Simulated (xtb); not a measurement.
C$_{5}$H$_{14}$O$_{2}$Si (SMILES CCO[SiH](C)OCC), singlet, geometry from GFN2-xTB. Base run: GFN0-xTB run with xtb.

Geometry (Å):
```xyz
22

Si     0.0604    -1.0859     0.3861
C     -0.6466    -2.3795    -0.8004
O     -1.0073     0.0207     0.9231
C     -1.8419     0.8937     0.2067
C     -2.4941     1.8753     1.1693
O      1.2723    -0.4479    -0.4925
C      2.0792     0.6557    -0.1752
C      2.5997     1.2936    -1.4550
H      0.4700    -1.5797     1.6951
H     -0.9098    -1.9517    -1.7641
H     -1.5417    -2.8225    -0.3760
H      0.0618    -3.1797    -0.9812
H     -1.2574     1.4358    -0.5474
H     -2.6108     0.3109    -0.3155
H     -3.0723     1.3330     1.9125
H     -3.1510     2.5496     0.6263
H     -1.7319     2.4558     1.6829
H      1.5061     1.3851     0.4094
H      2.9164     0.3109     0.4439
H      1.7690     1.6438    -2.0627
H      3.2455     2.1345    -1.2166
H      3.1620     0.5619    -2.0289
```
All else is at xtb's defaults.
Base energy -26.71441 Eh.

The base run was repeated with changes; each row names its change, and settings that it needs were set with it.

| change | ΔE vs base (mEh) | HOMO-LUMO gap (eV) |
|---|---|---|
| base | 0.000 | 6.03 |
| etemp = 1000 | 0.000 | 6.03 |
| acc = 1000 | 0.000 | 6.03 |
| acc = 0.1 | 0.000 | 6.03 |
| etemp = 5000 | -0.143 | 6.03 |
| etemp = 10 | 0.000 | 6.03 |
| file = coord | 0.000 | 6.03 |
| acc = 30 | 0.000 | 6.03 |
| etemp = 10000 | … | 6.03 |
| acc = 0.0001 | 0.000 | 6.03 |

Task: What belongs in the gaps?

Result: 
- etemp = 10000, ΔE vs base (mEh): -14.684
